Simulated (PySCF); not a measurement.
## Which orbitals make which state

C4H6ClF3Si.
Atom-mapped SMILES: `[F:1][CH:2]([F:3])[Si@@H:4]1[CH2:5][C@@H:6]1[C@H:7]([F:8])[Cl:9]` (hydrogens: H10 on C2; H11 on Si4; H12, H13 on C5; H14 on C6; H15 on C7)

Structure used (GFN2-xTB), in Å, numbered top down from 1:
```
atom  x, y, z in Å
F1     3.0735    0.8912    0.8175
C2     1.8440    0.9997    0.2443
F3     1.9796    0.5738   -1.0418
Si4    0.5693   -0.1069    1.1883
C5    -0.1389   -1.5436    0.2043
C6    -1.0816   -0.3220    0.2785
C7    -1.3682    0.3939   -0.9995
F8    -1.7275    1.6903   -0.7612
Cl9   -2.7269   -0.3809   -1.8855
H10    1.6073    2.0723    0.2024
H11    0.6992   -0.0055    2.6258
H12    0.2521   -1.7681   -0.7799
H13   -0.4940   -2.4340    0.7016
H14   -1.9776   -0.4709    0.8684
H15   -0.5148    0.4186   -1.6851
```

Computed, not measured: TDDFT wB97X-D/def2-SVPD, vertical, gas phase, core orbitals frozen in the response in PySCF.

Orbital energies (eV): HOMO-3 -11.17, HOMO-2 -10.84, HOMO-1 -10.75, HOMO -9.50, LUMO 1.09, LUMO+1 1.86, LUMO+2 1.98.

Computed singlets:

| state | E (eV) | f |
| --- | --- | --- |
| S1 | 6.48 | 0.279 |
| S2 | 6.76 | 0.014 |
| S3 | 7.02 | 0.029 |
| S4 | 7.31 | 0.011 |
| S5 | 7.41 | 0.0020 |
| S6 | 7.63 | 0.0024 |
| S7 | 7.74 | 0.023 |
| S8 | 7.92 | 0.019 |

Task: Which orbital pair leads each of S1, S2, S3 and S4, and how does its energy difference Δε compare with the excitation energy?

Result: 

```
state  leading configuration  weight  Δε (eV)  E (eV)  E − Δε (eV)      f  other configurations
   S1              HOMO→LUMO    0.87    10.58    6.48        -4.11  0.279                     –
   S2            HOMO→LUMO+1    0.65    11.35    6.76        -4.60  0.014           H→L+2 (15%)
   S3            HOMO→LUMO+2    0.72    11.48    7.02        -4.46  0.029           H→L+1 (13%)
   S4            HOMO-1→LUMO    0.64    11.84    7.31        -4.53  0.011           H→L+3 (11%)
```

E − Δε runs from -4.60 to -4.11 eV. Among themselves, these states come in the order of their orbital differences.

H and L stand for HOMO and LUMO. The other states: S5 7.41 eV, f 0.0020, H-2→L (32%), H-2→L+1 (25%); S6 7.63 eV, f 0.0024, H-3→L (34%), H-1→L+1 (21%); S7 7.74 eV, f 0.023, H→L+3 (24%), H→L+4 (22%), H→L+5 (16%); S8 7.92 eV, f 0.019, H→L+4 (44%), H-4→L (19%), H→L+3 (13%).

Task: Which computed triplets share their leading configuration (75% or more) with a singlet, and how far apart are the partners?

Result: 

```json
{"configuration": "HOMO→LUMO", "triplet": "T1", "E(T) (eV)": "5.17", "singlet": "S1", "E(S) (eV)": "6.48", "E(S) − E(T) (eV)": "+1.31"}
```

The 3 triplets are Tamm–Dancoff values, the singlets full response.

Summed over the main configurations (up to three a state, each over 8%) of all 8 singlets, the electron leaves HOMO with weight 3.81, HOMO-1 with weight 0.85, HOMO-2 with weight 0.57 and HOMO-3 with weight 0.34.

One conformer stands for the species.
